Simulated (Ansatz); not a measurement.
```xyz
2

B     0.0000    0.0000   -1.1480
Al    0.0000    0.0000    1.1480
```

Basis set: 6-31G (spherical functions). Frozen core: 6 orbitals. Charge 0, multiplicity 3.

Computed with Ansatz (development build ahead of 0.2.0); the reference of a correlated method needn't be the lowest determinant of its kind.

**Question.** Give the atomization energy at this shape (free ground-state atoms in the same class of orbitals less the molecule, no zero-point energy) of triplet AlB by UHF-BCCD(T), UHF-CCSD(T).

**Answer.**

| method | atomization energy |
| --- | --- |
| UHF-BCCD(T) | 1.39 eV |
| UHF-CCSD(T) | 1.39 eV |

Caution: the reference determinant was not shown to be the lowest.

This basis has no polarisation functions and is too small for such energies, which can lie far from measured ones in either direction.
